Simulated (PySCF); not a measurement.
# How methods differ on the excitation energy of Sb⁺

Sb⁺ [Kr] 4d10 5s2 5p2 (3P) → Sb⁺ [Kr] 4d10 5s1 5p3 (5S), as a difference of total energies. Calculation: PySCF 2.14, in ANO-RCC-VTZP (7s6p4d2f1g, 68 functions); the spin-free X2C one-electron Hamiltonian (Gaussian nucleus). Correlated levels: valence: [Kr] 4d10 frozen. The calculations carry no spin-orbit coupling.

```
           method  excitation energy (eV)  error (eV)
              UHF                   4.173      -1.724
    MP2 (valence)                   4.940      -0.957
SCS-MP2 (valence)                   5.280      -0.617
   CCSD (valence)                   5.159      -0.738
CCSD(T) (valence)                   5.187      -0.710
```

Reference: 5.897 eV (measured; NIST levels, between the centres of gravity of the two terms).

Errors of the correlated levels include the incompleteness of this basis and the frozen core.
